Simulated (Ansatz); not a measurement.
A nudged elastic band was laid between two geometries of H$_{3}$OSb (5 atoms, charge 0, multiplicity 1).

Level of theory: RKS PBE/def2-TZVP (Ansatz 0.2.0).

- movable images: 7
- climbing image: yes
- spring: 5.0 eV/Å²
- optimiser: quadratic models (default)
- start path: IDPP
- force threshold: 0.2 eV/Å
- iteration limit: 60
- end points: relaxed

Initial state:

```xyz
5
Properties=species:S:1:pos:R:3
O 0.378 -0.796 0.872
Sb 0.023 0.159 -0.858
H 0.893 -1.594 0.666
H -1.651 0.437 -0.506
H 0.407 1.721 -0.215
```

Final state:

```xyz
5
Properties=species:S:1:pos:R:3
O 0.718 -1.194 0.210
Sb -0.347 0.360 0.883
H 0.816 -1.146 -0.757
H -1.594 0.311 -0.331
H 0.457 1.595 -0.046
```

(1) What changes between the two ends?

(2) What energy profile does the band end with?

(3) What is the geometry of the highest image?

Answers

(1) No bond is made or broken. The height of Sb2 over the plane of its neighbours goes from 1.00 to -0.97 Å.

(2) It converged. The highest image is number 4 of 0 to 8, 59.7 kcal/mol above the first end and 60.3 kcal/mol above the last; the last end lies 0.6 kcal/mol below the first. The threshold of 0.2 eV/Å is loose, so the images may lie well off the minimum-energy path. Another band between the same ends (7 images) ends at a top of the same energy, where a vibrational analysis finds 1 clearly imaginary mode.

```
image  path coordinate (Å)  energy (kcal/mol)  height of Sb2 over the plane of its neighbours (Å)
    0                 0.00                0.0                                                1.00
    1                 0.28                3.7                                                0.84
    2                 0.56               16.0                                                0.62
    3                 0.84               40.8                                                0.32
    4                 1.11               59.7                                                0.00
    5                 1.41               37.0                                               -0.33
    6                 1.70               11.7                                               -0.64
    7                 1.99                1.9                                               -0.85
    8                 2.28               -0.6                                               -0.97
```

(3) 
```xyz
5
Properties=species:S:1:pos:R:3
O 0.647 -1.162 0.562
Sb -0.310 0.495 0.011
H 0.997 -1.540 -0.265
H -1.912 0.274 -0.351
H 0.629 1.859 0.002
```

Run time: 32 s on 2 threads of Arm Neoverse V2 (shared host), peak memory 0.14 GiB.
